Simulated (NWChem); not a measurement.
System meant: AlBr2, doublet; SMILES [Al]([Br])[Br]

Input file for NWChem:

```
start job
memory heap 200 mb stack 900 mb global 1100 mb
geometry units angstroms noautoz
  Al     0.656193     0.000000    -0.519549
  Br    -0.235154    -1.964304     0.186186
  Br    -0.235154     1.964304     0.186186
end
basis spherical
  * library def2-svp
end
dft
  odft
  mult 2
  xc pbe0
  iterations 4
  mulliken
end
task dft energy
```

End of the output:

```
     --------------------------
     Expectation value of S2:
     --------------------------
      <S2> =      0.7523 (Exact =     0.7500)

 center of mass
 --------------
 x =   0.00000000 y =   0.00000000 z =  -0.02620450

 moments of inertia (a.u.)
 ------------------
         106.554391201461           0.000000000000           0.000000000000
           0.000000000000        2308.879978816061           0.000000000000
           0.000000000000           0.000000000000        2202.325587614600

     Multipole analysis of the density
     ---------------------------------

     L   x y z        total         alpha         beta         nuclear
     -   - - -        -----         -----         ----         -------
     0   0 0 0     -0.000000    -42.000000    -41.000000     83.000000

     1   1 0 0     -0.000000     -0.000000     -0.000000      0.000000
     1   0 1 0      0.000000      0.000000     -0.000000      0.000000
     1   0 0 1      0.541756     -1.017898      1.559654      0.000000

     2   2 0 0    -39.427889   -504.596770   -499.355286    964.524167
     2   1 1 0     -0.000000     -0.000000     -0.000000      0.000000
     2   1 0 1     -0.000000     -0.000000     -0.000000      0.000000
     2   0 2 0    -34.983753    -18.660370    -16.323383      0.000000
     2   0 1 1     -0.000000     -0.000000      0.000000      0.000000
     2   0 0 2    -35.504420    -48.690023    -37.421577     50.607181

 ------------------------------------------------------------------------
 dft energy failed                                                                                  0
 ------------------------------------------------------------------------
 ------------------------------------------------------------------------
  current input line :
    18: task dft energy
 ------------------------------------------------------------------------
 ------------------------------------------------------------------------
 This type of error is most commonly associated with calculations not reaching convergence criteria
 ------------------------------------------------------------------------
 For more information see the NWChem manual at https://nwchemgit.github.io

0:dft energy failed:Received an Error in Communication
```

### Question
What is wrong, and how is it mended?

### Answer
Convergence was not reached. Cause: the SCF was allowed too few iterations. This input runs:
```
start job
memory heap 200 mb stack 900 mb global 1100 mb
geometry units angstroms noautoz
  Al     0.656193     0.000000    -0.519549
  Br    -0.235154    -1.964304     0.186186
  Br    -0.235154     1.964304     0.186186
end
basis spherical
  * library def2-svp
end
dft
  odft
  mult 2
  xc pbe0
  iterations 150
  mulliken
end
task dft energy
```
It converges to -5389.43017 Ha (PBE0/def2-SVP, spin-unrestricted).
